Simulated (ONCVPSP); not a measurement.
PBE ONCV dataset for Cs (Z = 55), scalar-relativistic all-electron reference.

ONCVPSP 4.0.1 input, shortened (lines: element, Z, core and valence counts, functional; n l f; lmax; l rc ep ncon nbas qcut; lloc lpopt rc5 dvloc0; l nproj debl; icmod fcfact rcfact), PBE, scalar-relativistic:

```
  Cs 55.00    9    3        4      upf
    1    0    2.00
    2    0    2.00
    2    1    6.00
    3    0    2.00
    3    1    6.00
    3    2   10.00
    4    0    2.00
    4    1    6.00
    4    2   10.00
    5    0    2.00
    5    1    6.00
    6    0    1.00
    2
    0    2.50    0.00    3    6    5.10
    1    2.55    0.00    4    8    5.50
    2    2.05    0.02    3    7    5.30
    4    5    1.60    0.00
    0    2    0.90
    1    2    1.70
    2    1    0.70
    0    0.00    0.00
```

All-electron outer shells of the reference configuration (PBE, scalar-relativistic, ld1.x):

```csv
shell,level (eV),outermost node (bohr),outermost maximum (bohr)
5s,-26.73,0.82,1.54
5p,-13.52,0.89,1.79
6s,-2.09,2.11,4.80
```

**Question.** Does the generator finish with these settings?

**Answer.** Yes, a potential is produced and its reference levels are reproduced.

**Question.** Estimate the cutoffs (Ha) at which the residual kinetic energy of the hardest occupied pseudo-wave falls to 1 and 0.1 mHa per electron.

**Answer.** 8.7 Ha and 11 Ha.

**Question.** What does a ghost test show?

**Answer.** No bound ghost flagged; GHOST(+) flagged for s at 36.8 eV, p at 141.3 eV.

**Question.** Tests: 5s2 5p6 6s0; 5s2 5p6 6s0.5; 5s2 5p6 6s0 6p1; 5s2 5p5 6s1. Which has the largest error in its energy relative to the reference configuration, and how large is it?

**Answer.** 5s2 5p5 6s1, with -14 meV (all-electron minus pseudo) on +17.87 eV.
